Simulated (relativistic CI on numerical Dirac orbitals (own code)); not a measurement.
# Ligand-field terms of d2

Computed with a parametric ligand-field model of a d^n configuration (Racah B and C, spin-orbit zeta, crystal field), exact diagonalisation.

Field parameters in Wybourne normalisation: Td as Oh with Dq negative (B⁴₀ = 21Dq, B⁴₄ = √(5/14) B⁴₀). The field is a parameter set, without covalency.

Q: Ground term and bands for B = 770, C = 3950, ζ = 0 cm⁻¹, Td, 10Dq = -6310 cm⁻¹?

A: Ground term 3A2 with 2.00 electrons in the two orbitals of the cubic e set. Spin-allowed: 3T2 6310 cm⁻¹ (1585 nm), 3T1 10610 cm⁻¹ (943 nm), 3T1 19870 cm⁻¹ (503 nm). Lowest spin-forbidden: 1E 13548 cm⁻¹ (738 nm), 1T2 19478 cm⁻¹ (513 nm), 1A1 20963 cm⁻¹ (477 nm). With an A2 ground term the first spin-allowed band lies at |10Dq| itself.

Q: Ground term and bands for B = 770, C = 3950, ζ = 0 cm⁻¹, Td, 10Dq = -4240 cm⁻¹?

A: Ground term 3A2 with 2.00 electrons in the two orbitals of the cubic e set. Spin-allowed: 3T2 4240 cm⁻¹ (2358 nm), 3T1 7323 cm⁻¹ (1366 nm), 3T1 16947 cm⁻¹ (590 nm). Lowest spin-forbidden: 1E 13346 cm⁻¹ (749 nm), 1T2 17146 cm⁻¹ (583 nm), 1A1 19951 cm⁻¹ (501 nm). With an A2 ground term the first spin-allowed band lies at |10Dq| itself.

Q: Ground term and bands for B = 770, C = 3950, ζ = 0 cm⁻¹, Td, 10Dq = -2850 cm⁻¹?

A: Ground term 3A2 with 2.00 electrons in the two orbitals of the cubic e set. Spin-allowed: 3T2 2850 cm⁻¹, 3T1 5000 cm⁻¹ (2000 nm), 3T1 15100 cm⁻¹ (662 nm). Lowest spin-forbidden: 1E 13102 cm⁻¹ (763 nm), 1T2 15497 cm⁻¹ (645 nm), 1A1 19150 cm⁻¹ (522 nm). With an A2 ground term the first spin-allowed band lies at |10Dq| itself.

Q: Ground term and bands for B = 770, C = 3950, ζ = 0 cm⁻¹, Td, 10Dq = -7700 cm⁻¹?

A: Ground term 3A2 with 2.00 electrons in the two orbitals of the cubic e set. Spin-allowed: 3T2 7700 cm⁻¹ (1299 nm), 3T1 12689 cm⁻¹ (788 nm), 3T1 21961 cm⁻¹ (455 nm). Lowest spin-forbidden: 1E 13631 cm⁻¹ (734 nm), 1T2 20990 cm⁻¹ (476 nm), 1A1 21537 cm⁻¹ (464 nm). With an A2 ground term the first spin-allowed band lies at |10Dq| itself.

Q: Ground term and bands for B = 770, C = 3950, ζ = 0 cm⁻¹, Td, 10Dq = -2160 cm⁻¹?

A: Ground term 3A2 with 2.00 electrons in the two orbitals of the cubic e set. Spin-allowed: 3T2 2160 cm⁻¹, 3T1 3816 cm⁻¹ (2621 nm), 3T1 14214 cm⁻¹ (704 nm). Lowest spin-forbidden: 1E 12918 cm⁻¹ (774 nm), 1T2 14642 cm⁻¹ (683 nm), 1A1 18711 cm⁻¹ (534 nm). With an A2 ground term the first spin-allowed band lies at |10Dq| itself.
